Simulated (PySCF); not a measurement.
methylselanylethene (C3H6Se), SMILES C=C[Se]C. Atoms are numbered in the order given.

```xyz
10

C      2.2162    -0.9848    -0.3430
C      0.9535    -0.9357     0.1219
Se    -0.2094     0.5613    -0.0543
C     -1.8851    -0.3666     0.3668
H      2.6674    -0.1610    -0.9188
H      2.8457    -1.8665    -0.1459
H      0.5215    -1.7769     0.6920
H     -2.1281    -1.1126    -0.4124
H     -2.6763     0.4059     0.3952
H     -1.8169    -0.8505     1.3596
```
Charge 0, spin multiplicity 1.

Coordinates come from a PBE-D3(BJ)/def2-SVP optimisation. The values are those of a single conformer.

Method: PBE-D3(BJ)/def2-SVP run with PySCF.

Frequencies are harmonic and unscaled.

**Question.** Give all harmonic wavenumbers and intensities. (An estimate is asked for; the answer gives what the named calculation found.)

**Answer.** 
| mode | ν (cm⁻¹) | IR (km/mol) | moving atoms (share of kinetic energy) |
|---|---|---|---|
| 1 | 49 | 1.0 | H 49 %, C 49 % |
| 2 | 122 | 0.2 | H 97 % |
| 3 | 175 | 0.2 | C 52 %, H 31 %, Se 18 % |
| 4 | 344 | 1.0 | C 65 %, H 25 %, Se 10 % |
| 5 | 545 | 15.9 | H 64 %, C 35 % |
| 6 | 588 | 3.6 | C 69 %, H 17 %, Se 15 % |
| 7 | 601 | 5.5 | C 65 %, H 20 %, Se 15 % |
| 8 | 843 | 32.1 | H 71 %, C 29 % |
| 9 | 874 | 4.1 | H 86 %, C 13 % |
| 10 | 883 | 8.5 | H 82 %, C 17 % |
| 11 | 943 | 27.0 | H 93 % |
| 12 | 979 | 7.0 | H 76 %, C 24 % |
| 13 | 1217 | 12.2 | H 80 %, C 20 % |
| 14 | 1249 | 2.6 | H 84 %, C 16 % |
| 15 | 1344 | 6.7 | H 86 %, C 14 % |
| 16 | 1386 | 8.4 | H 95 % |
| 17 | 1399 | 13.1 | H 95 % |
| 18 | 1604 | 55.4 | C 87 %, H 13 % |
| 19 | 2987 | 16.7 | H 98 % |
| 20 | 3073 | 2.6 | H 95 % |
| 21 | 3092 | 2.9 | H 91 %, C 9 % |
| 22 | 3101 | 2.5 | H 90 %, C 10 % |
| 23 | 3108 | 1.7 | H 90 %, C 10 % |
| 24 | 3172 | 2.9 | H 89 %, C 11 % |
